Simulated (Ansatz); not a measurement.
`[CH3][In]([Cl])[C]#N`. The species carries charge 0 and has multiplicity 1. Correlated methods include outer-core shells of In, which these sets cover unevenly. In takes the def2 core potential.

```xyz
8

C    -0.1746    0.8205   -1.2569
In   -0.1297   -0.0168    0.6906
Cl   -1.0480    1.0816    2.5172
C     0.7056   -1.8725    1.2767
N     1.1755   -2.8922    1.5412
H     0.8435    1.0594   -1.5657
H    -0.7795    1.7250   -1.2487
H    -0.5928    0.0950   -1.9545
```

(1) Give the diagnostics of a CCSD(T)/def2-TZVPP run (frozen core, Ansatz 0.2.0). (Estimate.)

Answers

(1) Computed: T1 = 0.0133, largest single amplitude 0.024, largest double 0.026, (T) share of the correlation energy 4.2 %, 9 CCSD cycles. The RHF solution is stable towards an unrestricted one. T1 lies under the customary mark of 0.02 for closed shells.
